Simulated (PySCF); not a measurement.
A species of formula C4H5Br has this rotational fingerprint, computed with PBE0-D3(BJ)/def2-SVP geometry optimisation, gas phase in PySCF:

```
Rotational constants : A = 8898, B = 2025, C = 1814 MHz
Dipole components    : |μa| = 1.13 D, |μb| = 0.00 D, |μc| = 0.50 D
Inertial defect      : -27.88 u·Å²
κ                    : -0.94
```

Question: Which structure is it? (One computed conformer of each.)
A. `BrC1=CCC1`
B. `[CH2:1]=[CH:2][C:3](=[CH2:4])[Br:5]` with C1–C2–C3–C4 180°
C. `Br[C@]12C[C@H]1C2`

Answer: C. It is Br[C@]12C[C@H]1C2, a near-prolate asymmetric top, point group Cs. The candidates at the same level (rigid rotor, commonest isotopes):

| SMILES | A (MHz) | B (MHz) | C (MHz) | μa (D) | μb (D) | μc (D) | Δ (u·Å²) | point group | rotor |
| --- | --- | --- | --- | --- | --- | --- | --- | --- | --- |
| Br[C@]12C[C@H]1C2 | 8898 | 2025 | 1814 | 1.13 | 0.00 | 0.50 | -27.88 | Cs | near-prolate asymmetric top |
| BrC1=CCC1 | 12428 | 1661 | 1493 | 1.60 | 0.10 | 0.00 | -6.49 | Cs | near-prolate asymmetric top |
| C=CC(=C)Br | 4743 | 2560 | 1663 | 1.27 | 0.55 | 0.00 | 0.00 | Cs | asymmetric top |

`BrC1=CCC1` has A 40 % too high; `C=CC(=C)Br` has A 47 % too low. In the right answer the mirror of this Cs structure is the ac plane, so μb vanishes by symmetry. No structure here is proved a minimum.
